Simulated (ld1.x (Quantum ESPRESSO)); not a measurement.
Before and after: TM potential for chromium

| Item | Value |
| --- | --- |
| Element | chromium (Cr) |
| Generator | ld1.x (Quantum ESPRESSO) 7.5 |
| Type | norm-conserving Troullier–Martins (Kleinman–Bylander form) |
| Functional | LDA (PZ) |
| Relativity | scalar-relativistic |
| Frozen core | [Ne] 3s2 |
| Valence charge | 12 |
| Reference configuration | 3p6 3d5 4s1 4p0 |
| Partial waves | 3p (bound): rc 0.95 bohr; 3d (bound): rc 1.85 bohr; 4s (bound): rc 2.80 bohr |
| Local potential | the s channel |
| Core correction | Bessel-smoothed model core inside 0.95 bohr |

All-electron outer shells of the reference configuration (LDA (PZ), scalar-relativistic, ld1.x):

```csv
shell,level (eV),outermost node (bohr),outermost maximum (bohr)
2p,-560.31,–,0.20
3s,-73.56,0.36,0.78
3p,-45.35,0.33,0.80
4s,-4.20,1.12,2.74
3d,-3.13,–,0.84
4p,-1.08,1.25,3.85
```

Change: wave 4s (bound): rc 2.80 bohr becomes 4s (bound): rc 3.06 bohr.

Cutoffs: the cutoffs (Ry, on a coarse ladder) from which the occupation-weighted sum of valence levels, in a spherical-Bessel basis at the reference potential, stays within 10 and 1 mRy of its value at 400 Ry; they do not see the model core or the augmentation charge, which bear on the density cutoff. Errors are all-electron minus pseudo energies relative to the spin-unpolarised reference configuration.

Q: Predict the effect on cutoff, ghosts and configuration errors.

A: The potential gets neither clearly harder nor softer (110 Ry and 200 Ry → 110 Ry and 200 Ry); of the 9 tests that both files solve, the error grows in 1 and shrinks in 2 by more than 15 % and 0.3 meV (median size 126.3 → 147.1 meV); neither file shows a bound ghost at the reference potential, the only one tested.

```csv
quantity,base,changed
"cutoff, loose",110 Ry,110 Ry
"cutoff, tight",200 Ry,200 Ry
bound ghosts,none,none
"error for 3p6 3d5 4s0 4p0, meV [ΔE 7.14 eV]",-10,-8.4
"error for 3p6 3d4 4s0 4p0, meV [ΔE 23.48 eV]",-126,-147
"error for 3p6 3d3 4s0 4p0, meV [ΔE 54.51 eV]",-538,-609
"error for 3p6 3d5.5 4s0.5 4p0, meV [ΔE 0.72 eV]",-18,-16
"error for 3p6 3d5 4s0.5 4p0, meV [ΔE 2.82 eV]",-2.2,-1.7
"error for 3p6 3d4 4s1 4p0, meV [ΔE 8.25 eV]",-91,-78
"error for 3p6 3d4 4s1 4p1, meV [ΔE 3.61 eV]",-732,-730
"error for 3p6 3d5 4s1 4p0 (spin-polarised), meV [ΔE -4.92 eV]",+258,+262
"error for 3p6 3d5 4s0 4p0 (spin-polarised), meV [ΔE 2.68 eV]",+261,+266
```

Base: These tests converged, but a pseudo level misses the all-electron one widely, so the file describes the atom poorly there or has found another state: 3p6 3d3 4s0 4p0: empty 4p by 2.9 eV (a node warning on the way). Changed file: These tests converged, but a pseudo level misses the all-electron one widely, so the file describes the atom poorly there or has found another state: 3p6 3d3 4s0 4p0: empty 4p by 3.0 eV (a node warning on the way).
